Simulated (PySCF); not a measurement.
Vertical excitations of a molecule C2H8OSn from TDA-PBE/def2-SVPD in PySCF, as energy in eV (oscillator strength): 5.48 (0.013), 5.76 (0.004), 6.00 (0.022), 6.22 (0.002), 6.60 (0.030), 6.79 (0.051), 6.84 (0.011), 6.90 (0.171), 7.03 (0.023), 7.04 (0.056). Lowest triplet (TDA): 5.05 eV. Coordinates come from a B3LYP-D3(BJ)/def2-SVP optimisation. The def2 effective core potentials stand for the cores of Sn; spin–orbit coupling is left out. Other conformers were not sampled.

**Question.** Which molecule gave these data?
A) CC[O][SnH3]
B) [CH3][SnH]([CH3])[OH]
C) C[CH2][SnH2][OH]
D) C[O][SnH2][CH3]

**Answer.** C, C[CH2][SnH2][OH]
